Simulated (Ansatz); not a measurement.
`CC(C)[O][InH2]` + `CBS` → `[CH3][InH2]` + `CC(C)OBS`  (redistribution)

Gas-phase electronic energies from Ansatz, PBE0-D4/def2-TZVP geometries. CBS: MP2 limit from def2 TZ/QZ plus the TZ coupled-cluster correction, frozen cores. DFT in def2-TZVPP. B3LYP here is the variant with VWN-RPA as its local correlation; programs differ in this. Elements past krypton have def2 core potentials. For In outer-core shells are correlated without core-valence functions, which leaves a few kJ/mol of doubt a bond. Each species was taken in one conformer, which may not be the lowest.

```json
{"level": "PBE-D4", "ΔE (kJ/mol)": "-57.1", "difference from CCSD(T)/CBS": "0.1"}
{"level": "r2SCAN-D4", "ΔE (kJ/mol)": "-58.3", "difference from CCSD(T)/CBS": "-1.1"}
{"level": "PBE0-D4", "ΔE (kJ/mol)": "-64.0", "difference from CCSD(T)/CBS": "-6.8"}
{"level": "B3LYP-D4", "ΔE (kJ/mol)": "-61.5", "difference from CCSD(T)/CBS": "-4.3"}
{"level": "ωB97X-V", "ΔE (kJ/mol)": "-63.0", "difference from CCSD(T)/CBS": "-5.8"}
{"level": "B2PLYP", "ΔE (kJ/mol)": "-62.4", "difference from CCSD(T)/CBS": "-5.2"}
{"level": "PBE", "ΔE (kJ/mol)": "-58.1", "difference from CCSD(T)/CBS": "-0.9"}
{"level": "PBE0", "ΔE (kJ/mol)": "-64.9", "difference from CCSD(T)/CBS": "-7.7"}
{"level": "B3LYP", "ΔE (kJ/mol)": "-63.6", "difference from CCSD(T)/CBS": "-6.4"}
{"level": "HF/def2-TZVPP", "ΔE (kJ/mol)": "-72.3", "difference from CCSD(T)/CBS": "-15.1"}
{"level": "MP2/def2-TZVPP", "ΔE (kJ/mol)": "-65.2", "difference from CCSD(T)/CBS": "-8.0"}
{"level": "SCS-MP2/def2-TZVPP", "ΔE (kJ/mol)": "-64.8", "difference from CCSD(T)/CBS": "-7.6"}
{"level": "CCSD/def2-TZVPP", "ΔE (kJ/mol)": "-66.9", "difference from CCSD(T)/CBS": "-9.7"}
{"level": "HF/def2-QZVPP", "ΔE (kJ/mol)": "-71.8", "difference from CCSD(T)/CBS": "-14.6"}
{"level": "SCS-MP2/def2-QZVPP", "ΔE (kJ/mol)": "-60.7", "difference from CCSD(T)/CBS": "-3.5"}
{"level": "CCSD/CBS(def2)", "ΔE (kJ/mol)": "-59.2", "difference from CCSD(T)/CBS": "-2.0"}
{"level": "CCSD(T)/CBS", "ΔE (kJ/mol)": "-57.2", "difference from CCSD(T)/CBS": "0"}
```

Largest T1 diagnostic among the species: 0.016.

In def2-TZVPP, CCSD(T) changes the Hartree–Fock value by +7.5 kJ/mol (the triples alone add +2.1 kJ/mol) and MP2 by +7.1 kJ/mol. From PBE to PBE0 (25 % exact exchange), in def2-TZVPP and without D4, ΔE moves by −6.8 kJ/mol.
